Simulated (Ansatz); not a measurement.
Gas-phase electronic energies from Ansatz, PBE0-D4/def2-TZVP geometries. CCSD(T)/CBS is the MP2 limit (def2-TZVPP, def2-QZVPP) plus CCSD(T) − MP2 in def2-TZVPP, frozen cores. This one scheme is used for every species. Functionals use def2-TZVPP. HSE06 is defined as in plane-wave codes. def2 core potentials past Kr. For In outer-core shells are correlated without core-valence functions, which leaves a few kJ/mol of doubt a bond. One conformer a species, not always the lowest.

Consider the substitution at a C–O bond: `BC(=C)[O][InH2]` + H₂S → `BC(=C)S` + `[OH][InH2]`.

(1) Is it downhill or uphill in electronic energy at CCSD(T)/CBS, and by how much? (Estimate.)

(2) What do these levels give: BLYP-D4, B97M-V, BLYP, r2SCAN, PBE0, r2SCANh, HSE06, CAM-B3LYP, MP2/def2-SVP, CCSD(T)/def2-SVP, CCSD/def2-TZVPP, MP2/def2-QZVPP? (An estimate is asked.)

Largest T1 diagnostic among the species: 0.017.

Answers

(1) Computed: Downhill: ΔE = -20.6 kJ/mol.

(2) Computed: BLYP-D4 -15.0, B97M-V -14.6, BLYP -16.8, r2SCAN -17.8, PBE0 -19.9, r2SCANh -18.0, HSE06 -20.0, CAM-B3LYP -13.9, MP2/def2-SVP -1.9, CCSD(T)/def2-SVP 4.4, CCSD/def2-TZVPP -15.9, MP2/def2-QZVPP -26.8 kJ/mol.

In def2-TZVPP, CCSD(T) changes the Hartree–Fock value by −5.4 kJ/mol (the triples alone add −0.5 kJ/mol) and MP2 by −13.4 kJ/mol. Leaving LDA and LC-ωPBE aside and taking each functional with its dispersion term where it has one, the values, not all of them listed here, spread over 8.6 kJ/mol, from PBE-QIDH to CAM-B3LYP-D4. LDA lies +7.1 kJ/mol from PBE without D4. At CCSD(T), def2-SVP lies +25.0 kJ/mol from the extrapolated value and def2-TZVPP +4.2 kJ/mol.
